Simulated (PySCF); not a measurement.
Gas-phase reaction: GeH₃Cl + 2 GeCl₄ ⇌ 3 GeHCl + 3 Cl₂

Method: PySCF energies plus ideal-gas RRHO corrections (1 bar). † marks an energy on the PBE0/def2-TZVP geometry and frequencies; other levels use their own. MP2 freezes the core. All species are closed-shell singlets. B3LYP is the form with VWN-RPA correlation. Ge: all electrons, no relativistic terms. GeHCl: computed as isolated molecules; such fragments, hydroxides, amides, oligomers or adducts are transient or little studied in the gas. MP2 isn't extrapolated to the basis-set limit.

PBE0/def2-TZVP gives ΔH°(298 K) = 1223 kJ.

Question: What do M06-2X/def2-TZVP†, B3LYP/def2-TZVP†, MP2/def2-SVP† give?

Answer: M06-2X/def2-TZVP†: 1277 kJ; B3LYP/def2-TZVP†: 1112 kJ; MP2/def2-SVP†: 1402 kJ. For scale, ΔH°(298 K) is 1223 kJ at this level, 1218 kJ at ωB97M-V/def2-TZVP†, and runs from 815 to 1402 kJ over the 20 levels computed († marks an energy on the PBE0/def2-TZVP geometry).
